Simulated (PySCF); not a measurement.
Two structures of SiH₄SO₂, closed shell, reached by relaxing down either side of one saddle point (PBE0-D4/def2-TZVP). Energies are electronic, without zero-point energy. Computed with PySCF 2.14 with density fitting (its default auxiliary sets; JK sets also for MP2 and CCSD(T)) (basis: def2-TZVPP and def2-QZVPP); correlated methods freeze the cores. Extrapolation: Hartree–Fock as exp(−7.88 √X), correlation as X^−2.97. First:

Si1  (-0.389, 0.051, 0.167)
S2  (-0.513, -0.735, -1.806)
H3  (-1.560, -0.247, 1.017)
O4  (-0.372, 1.683, 0.076)
O5  (0.964, -0.622, 0.805)
H6  (0.174, -1.843, -1.484)
H7  (0.242, 2.081, -0.545)
H8  (1.073, -0.561, 1.756)
(Å)

Second:

```xyz
8
angstrom
Si 0.5057 0.4693 1.0686
S -1.1878 -1.6361 -0.7056
H -1.7962 -0.4579 -0.9143
O -0.2495 1.6541 0.1958
O 1.8973 0.3455 0.1592
H -1.9142 -1.8770 0.3963
H 0.2314 1.9825 -0.5720
H 2.5415 -0.2952 0.4684
```

Question: Which bonds change from the first to the second?

Answer: SiH₄SO₂ ([OH][SiH]([OH])[SH]) → SiH₂O₂ ([OH][Si][OH]) + H₂S; bonds formed: S2–H3; bonds broken: Si1–S2, Si1–H3.

Question: Give the saddle point's structure and its height above each. (To be estimated.)

Answer: Computed: 69.02 kcal/mol above the first and 23.56 kcal/mol above the second (CCSD(T) at an estimated basis limit (MP2 extrapolated from triple and quadruple zeta, plus CCSD(T) − MP2 in triple zeta)).
```
8
angstrom
Si -0.1929 0.6341 0.4331
S -1.0820 -1.1557 -1.1656
H -1.5526 -0.1899 0.1767
O 0.1915 1.7868 -0.6507
O 1.2215 -0.0243 0.9530
H -0.7469 -2.1087 -0.2810
H 0.9789 1.6544 -1.1870
H 1.1822 -0.5967 1.7215
```

T1 diagnostic: at most 0.015. The restricted Hartree–Fock reference is unstable towards an unrestricted one at one or more of these structures.

Losses and insertions of silylenes and their heavier kin drive the gas-phase chemistry of silicon and germanium vapour deposition.

Labels in which every atom is bracketed show which atoms are joined, not bond orders.

For scale, one of the runs: CCSD(T)/def2-TZVPP, 202 basis functions, launched by `OMP_NUM_THREADS=4 python run.py`. Time: 11 min of wall clock on 4 CPU threads of an Intel Xeon; the host was shared. Peak host memory: 2.7 GiB.
